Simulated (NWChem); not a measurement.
All runs are NWChem calculations. System: H4SSi2, charge 1, spin multiplicity 2, at the geometry of a parent with another charge or spin, in a state set for the comparison that need not be this species' ground state. Its SCF solution wasn't tested for a lower state. Level: UPBE/6-31G* (spherical d).

Job file:

```
start mol
memory heap 200 mb stack 900 mb global 1100 mb
charge 1
geometry units angstroms nocenter noautoz
  Si    -0.611288    -0.954159     0.000000
  S     -1.238161     1.103777     0.000000
  H     -2.592612     0.892921     0.000000
  Si     1.726243    -0.320031     0.000000
  H      2.022856     1.159985     0.000000
  H      2.385484    -0.937345    -1.211189
  H      2.385484    -0.937345     1.211189
  symmetry group Cs
end
basis spherical
  * library 6-31g*
end
dft
  xc xpbe96 cpbe96
  odft
  mult 2
  semidirect memsize 60000000 filesize 0
  iterations 100
end
task dft energy
```

Output (cleaned and shortened):

```
             Northwest Computational Chemistry Package (NWChem) 7.3.0
             --------------------------------------------------------

                                NWChem Input Module
                                -------------------

 Scaling coordinates for geometry "geometry" by  1.889725989
 (inverse scale =  0.529177249)

 Turning off AUTOSYM since
 SYMMETRY directive was detected!

                             Geometry "geometry" -> ""
                             -------------------------

 Output coordinates in angstroms (scale by  1.889725989 to convert to a.u.)

  No.       Tag          Charge          X              Y              Z
 ---- ---------------- ---------- -------------- -------------- --------------
    1 Si                  14.0000    -0.61128800    -0.95415900     0.00000000
    2 S                   16.0000    -1.23816100     1.10377700     0.00000000
    3 H                    1.0000    -2.59261200     0.89292100     0.00000000
    4 Si                  14.0000     1.72624300    -0.32003100     0.00000000
    5 H                    1.0000     2.02285600     1.15998500     0.00000000
    6 H                    1.0000     2.38548400    -0.93734500    -1.21118900
    7 H                    1.0000     2.38548400    -0.93734500     1.21118900

 Effective nuclear repulsion energy (a.u.)     173.4879468497

            Nuclear Dipole moment (a.u.)
            ----------------------------
        X                 Y               Z
 ---------------- ---------------- ----------------
     0.0000113384    -0.0000226767     0.0000000000

      Symmetry information
      --------------------

 Group name             Cs
 Group number              2
 Group order               2
 No. of unique centers     6

      Symmetry unique atoms

     1    2    3    4    5    6


 Summary of "ao basis" -> "" (spherical)
 ------------------------------------------------------------------------------
       Tag                 Description            Shells   Functions and Types
 ---------------- ------------------------------  ------  ---------------------
 *                           6-31g*                   on all atoms

  pbe96 is a nonlocal functional; adding pw91lda local functional.

                                 NWChem DFT Module
                                 -----------------

 Summary of "ao basis" -> "ao basis" (spherical)
 ------------------------------------------------------------------------------
       Tag                 Description            Shells   Functions and Types
 ---------------- ------------------------------  ------  ---------------------
 Si                          6-31g*                  8       18   4s3p1d
 S                           6-31g*                  8       18   4s3p1d
 H                           6-31g*                  2        2   2s

 Summary of "ao basis" -> "ao basis" (spherical)
 ------------------------------------------------------------------------------
       Tag                 Description            Shells   Functions and Types
 ---------------- ------------------------------  ------  ---------------------
 Si                          6-31g*                  8       18   4s3p1d
 S                           6-31g*                  8       18   4s3p1d
 H                           6-31g*                  2        2   2s

      Symmetry analysis of basis
      --------------------------

        a'         45
        a"         17

            General Information
            -------------------
          SCF calculation type: DFT
          Wavefunction type:  spin polarized.
          No. of atoms     :     7
          No. of electrons :    47
           Alpha electrons :    24
            Beta electrons :    23
          Charge           :     1
          Spin multiplicity:     2
          Use of symmetry is: on ; symmetry adaption is: on
          Maximum number of iterations: 100
          AO basis - number of functions:    62
                     number of shells:    32
          Convergence on energy requested:  1.00D-06
          Convergence on density requested:  1.00D-05
          Convergence on gradient requested:  5.00D-04

              XC Information
              --------------
          PerdewBurkeErnzerhof Exchange Functional  1.000
            Perdew 1991 LDA Correlation Functional  1.000 local
           PerdewBurkeErnz. Correlation Functional  1.000 non-local

             Grid Information
             ----------------
          Grid used for XC integration:  medium
          Radial quadrature: Mura-Knowles
          Angular quadrature: Lebedev.
          Tag              B.-S. Rad. Rad. Pts. Rad. Cut. Ang. Pts.
          ---              ---------- --------- --------- ---------
          Si                  1.10       88          11.0       590
          S                   1.00       88          11.0       590
          H                   0.35       45          12.0       434
          Grid pruning is: on
          Number of quadrature shells:   399
          Spatial weights used:  Erf1

          Convergence Information
          -----------------------
          Convergence aids based upon iterative change in
          total energy or number of iterations.
          Levelshifting, if invoked, occurs when the
          HOMO/LUMO gap drops below (HL_TOL):  1.00D-02
          DIIS, if invoked, will attempt to extrapolate
          using up to (NFOCK): 10 stored Fock matrices.

                    Damping( 0%)  Levelshifting(0.5)       DIIS
                  --------------- ------------------- ---------------
[...]
     7      0.175454  1 Si px                59     -0.155270  6 H  s
    61     -0.155270  7 H  s                 60     -0.153745  6 H  s

 Vector   23  Occ=1.000000D+00  E=-4.702940D-01  Symmetry=a"
              MO Center= -6.1D-01,  5.3D-01, -3.9D-14, r^2= 3.8D+00
   Bfn.  Coefficient  Atom+Function         Bfn.  Coefficient  Atom+Function
  ----- ------------  ---------------      ----- ------------  ---------------
    27      0.604256  2 S  pz                31      0.310372  2 S  pz
     9      0.242076  1 Si pz                23     -0.228758  2 S  pz
    47     -0.165893  4 Si pz                60      0.119414  6 H  s
    62     -0.119414  7 H  s                 59      0.106561  6 H  s
    61     -0.106561  7 H  s                 13      0.089944  1 Si pz

 Vector   24  Occ=1.000000D+00  E=-4.514171D-01  Symmetry=a'
              MO Center= -2.8D-01, -5.8D-01, -2.7D-13, r^2= 4.0D+00
   Bfn.  Coefficient  Atom+Function         Bfn.  Coefficient  Atom+Function
  ----- ------------  ---------------      ----- ------------  ---------------
     7      0.400273  1 Si px                 8      0.358273  1 Si py
    45     -0.332773  4 Si px                26     -0.243276  2 S  py
     6     -0.228671  1 Si s                 10     -0.229580  1 Si s
     3     -0.140989  1 Si px                38      0.132424  3 H  s
     4     -0.128432  1 Si py                41      0.126157  4 Si px

 Vector   25  Occ=0.000000D+00  E=-3.520665D-01  Symmetry=a"
              MO Center= -6.1D-01, -5.8D-01, -5.9D-16, r^2= 3.3D+00
   Bfn.  Coefficient  Atom+Function         Bfn.  Coefficient  Atom+Function
  ----- ------------  ---------------      ----- ------------  ---------------
     9      0.655516  1 Si pz                13      0.395176  1 Si pz
    27     -0.372412  2 S  pz                31     -0.267434  2 S  pz
     5     -0.224731  1 Si pz                23      0.136636  2 S  pz
    60      0.112364  6 H  s                 62     -0.112364  7 H  s
    59      0.065470  6 H  s                 61     -0.065470  7 H  s

 Vector   26  Occ=0.000000D+00  E=-2.548795D-01  Symmetry=a'
              MO Center= -3.5D-01, -6.2D-01, -5.0D-14, r^2= 4.6D+00
   Bfn.  Coefficient  Atom+Function         Bfn.  Coefficient  Atom+Function
  ----- ------------  ---------------      ----- ------------  ---------------
    11      0.649448  1 Si px                28      0.597071  2 S  s
    12     -0.507364  1 Si py                30     -0.439142  2 S  py
    48     -0.428673  4 Si s                  7      0.402187  1 Si px
    26     -0.338375  2 S  py                58      0.337019  5 H  s
    49      0.316867  4 Si px                 8     -0.307241  1 Si py

 Vector   27  Occ=0.000000D+00  E=-2.168526D-01  Symmetry=a'
              MO Center= -7.4D-01,  1.5D-01, -3.0D-15, r^2= 5.4D+00
   Bfn.  Coefficient  Atom+Function         Bfn.  Coefficient  Atom+Function
  ----- ------------  ---------------      ----- ------------  ---------------
    10      0.925440  1 Si s                 48     -0.821742  4 Si s
    38     -0.730014  3 H  s                 29     -0.685717  2 S  px
    12      0.662935  1 Si py                49      0.624890  4 Si px
    11      0.586250  1 Si px                 8      0.418875  1 Si py
    25     -0.361064  2 S  px                30      0.347016  2 S  py

                     DFT Final Beta Molecular Orbital Analysis
                     -----------------------------------------

 Vector   21  Occ=1.000000D+00  E=-4.968158D-01  Symmetry=a"
              MO Center=  1.6D+00, -5.4D-01,  6.0D-11, r^2= 3.5D+00
   Bfn.  Coefficient  Atom+Function         Bfn.  Coefficient  Atom+Function
  ----- ------------  ---------------      ----- ------------  ---------------
    47      0.419546  4 Si pz                59     -0.216128  6 H  s
    61      0.216128  7 H  s                 27      0.209492  2 S  pz
    60     -0.196018  6 H  s                 62      0.196018  7 H  s
    43     -0.168224  4 Si pz                 9      0.161295  1 Si pz
    51      0.108557  4 Si pz                31      0.098081  2 S  pz

 Vector   22  Occ=1.000000D+00  E=-4.827529D-01  Symmetry=a'
              MO Center=  8.4D-01, -1.6D-01, -1.1D-11, r^2= 4.6D+00
   Bfn.  Coefficient  Atom+Function         Bfn.  Coefficient  Atom+Function
  ----- ------------  ---------------      ----- ------------  ---------------
    26      0.347510  2 S  py                45     -0.255797  4 Si px
    46      0.244143  4 Si py                 7      0.232516  1 Si px
     8     -0.190787  1 Si py                 6      0.173500  1 Si s
    30      0.155426  2 S  py                60     -0.153202  6 H  s
    62     -0.153202  7 H  s                 58      0.150445  5 H  s

 Vector   23  Occ=1.000000D+00  E=-4.692287D-01  Symmetry=a"
              MO Center= -6.6D-01,  5.9D-01, -2.7D-12, r^2= 3.7D+00
   Bfn.  Coefficient  Atom+Function         Bfn.  Coefficient  Atom+Function
  ----- ------------  ---------------      ----- ------------  ---------------
    27      0.620393  2 S  pz                31      0.321069  2 S  pz
    23     -0.234702  2 S  pz                 9      0.215024  1 Si pz
    47     -0.159697  4 Si pz                60      0.116424  6 H  s
    62     -0.116424  7 H  s                 59      0.102351  6 H  s
    61     -0.102351  7 H  s                  5     -0.079221  1 Si pz

 Vector   24  Occ=0.000000D+00  E=-4.084795D-01  Symmetry=a'
              MO Center= -2.9D-01, -6.6D-01, -9.3D-14, r^2= 3.9D+00
   Bfn.  Coefficient  Atom+Function         Bfn.  Coefficient  Atom+Function
  ----- ------------  ---------------      ----- ------------  ---------------
     7      0.361725  1 Si px                10     -0.354229  1 Si s
    45     -0.335133  4 Si px                 8      0.328499  1 Si py
     6     -0.278312  1 Si s                 26     -0.238527  2 S  py
    48      0.159573  4 Si s                 38      0.139193  3 H  s
    49     -0.139406  4 Si px                58     -0.139779  5 H  s

 Vector   25  Occ=0.000000D+00  E=-3.379555D-01  Symmetry=a"
              MO Center= -5.5D-01, -6.2D-01, -8.4D-17, r^2= 3.3D+00
   Bfn.  Coefficient  Atom+Function         Bfn.  Coefficient  Atom+Function
  ----- ------------  ---------------      ----- ------------  ---------------
     9      0.658237  1 Si pz                13      0.398193  1 Si pz
    27     -0.348827  2 S  pz                31     -0.250039  2 S  pz
     5     -0.226583  1 Si pz                60      0.132771  6 H  s
    62     -0.132771  7 H  s                 23      0.127191  2 S  pz
    59      0.067573  6 H  s                 61     -0.067573  7 H  s

 Vector   26  Occ=0.000000D+00  E=-2.374661D-01  Symmetry=a'
              MO Center= -3.7D-01, -5.4D-01,  1.6D-13, r^2= 4.8D+00
   Bfn.  Coefficient  Atom+Function         Bfn.  Coefficient  Atom+Function
  ----- ------------  ---------------      ----- ------------  ---------------
    28      0.656887  2 S  s                 11      0.562521  1 Si px
    12     -0.555601  1 Si py                30     -0.480137  2 S  py
    58      0.377999  5 H  s                  7      0.364312  1 Si px
    26     -0.354213  2 S  py                10     -0.332463  1 Si s
     8     -0.325562  1 Si py                48     -0.289120  4 Si s

   alpha - beta orbital overlaps
   -----------------------------

   alpha      1      2      3      4      5      6      7      8      9     10
    beta      1      2      3      4      5      6      7      8      9     10
 overlap   1.000  1.000  1.000  1.000  1.000  1.000  1.000  1.000  1.000  1.000

   alpha     11     12     13     14     15     16     17     18     19     20
    beta     12     11     13     14     15     16     17     18     19     20
 overlap   0.848  0.848  1.000  1.000  1.000  1.000  0.997  0.992  0.989  0.989

   alpha     21     22     23     24     25     26     27     28     29     30
    beta     21     22     23     24     25     26     27     28     29     30
 overlap   1.000  0.988  0.999  0.991  0.998  0.991  0.961  0.957  0.999  0.996

   alpha     31     32     33     34     35     36     37     38     39     40
    beta     31     32     33     34     35     36     38     37     39     40
 overlap   0.998  0.963  0.967  0.906  0.994  0.847  0.845  0.994  0.999  0.997

   alpha     41     42     43     44     45     46     47     48     49     50
    beta     41     42     43     44     45     46     47     48     49     50
 overlap   0.999  0.997  0.809  0.950  0.808  0.942  0.990  0.997  0.973  0.990

   alpha     51     52     53     54     55     56     57     58     59     60
    beta     51     52     53     54     55     56     57     58     59     60
 overlap   0.974  0.990  0.999  0.998  0.997  0.999  0.998  1.000  0.998  0.997

   alpha     61     62
    beta     61     62
 overlap   1.000  0.999

     --------------------------
     Expectation value of S2:
     --------------------------
      <S2> =      0.7550 (Exact =     0.7500)

 center of mass
 --------------
 x =  -0.08547724 y =  -0.00366363 z =   0.00000000

 moments of inertia (a.u.)
 ------------------
         264.886034011710         168.968533066113           0.000000000000
         168.968533066113         599.848593176709           0.000000000000
           0.000000000000           0.000000000000         843.615954175250

     Multipole analysis of the density
     ---------------------------------

     L   x y z        total         alpha         beta         nuclear
     -   - - -        -----         -----         ----         -------
     0   0 0 0      1.000000    -24.000000    -23.000000     48.000000

     1   1 0 0     -0.630453      0.048271     -0.678735      0.000011
     1   0 1 0     -0.742415      0.399420     -1.141812     -0.000023
     1   0 0 1     -0.000000     -0.000000     -0.000000      0.000000

     2   2 0 0    -16.822192   -179.333573   -172.002943    334.514323
     2   1 1 0     -0.943978     44.286106     47.173386    -92.403470
     2   1 0 1      0.000000      0.000000     -0.000000      0.000000
     2   0 2 0    -24.558920    -82.790753    -75.943882    134.175715
     2   0 1 1     -0.000000     -0.000000     -0.000000      0.000000
     2   0 0 2    -27.824584    -19.830573    -18.471362     10.477351

 Task  times  cpu:        4.0s     wall:        4.0s

 Total times  cpu:        4.0s     wall:        4.0s
```
